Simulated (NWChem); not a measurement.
## Ionisation of H2B

SMILES: [BH2]
```xyz
3

B      0.0000     0.0000     0.1478
H      1.0882     0.0000    -0.3696
H     -1.0882     0.0000    -0.3696
```
Charge 0, spin multiplicity 2.

All runs are NWChem calculations. Structure: optimised with UPBE0/def2-SVP, a minimum by its harmonic frequencies.

Basis set: def2-TZVPD. −ε marks an orbital energy of the parent.

B3LYP has NWChem's definition, with VWN1-RPA local correlation. The structure started from a generated list of species. The unpaired electrons of the parent sit in orbitals of symmetry a1 (C2v labels of the run); other states weren't searched. The stability of the SCF solutions was not checked.

Q: Order these methods by the first vertical ionisation energy they give, lowest first: −ε(alpha HOMO) of B3LYP, −ε(alpha HOMO) of BP86, G0W0@PBE, G0W0@B3LYP.

A: −ε(alpha HOMO) of BP86 (5.02 eV), −ε(alpha HOMO) of B3LYP (5.90 eV), G0W0@PBE (8.42 eV), G0W0@B3LYP (8.71 eV)
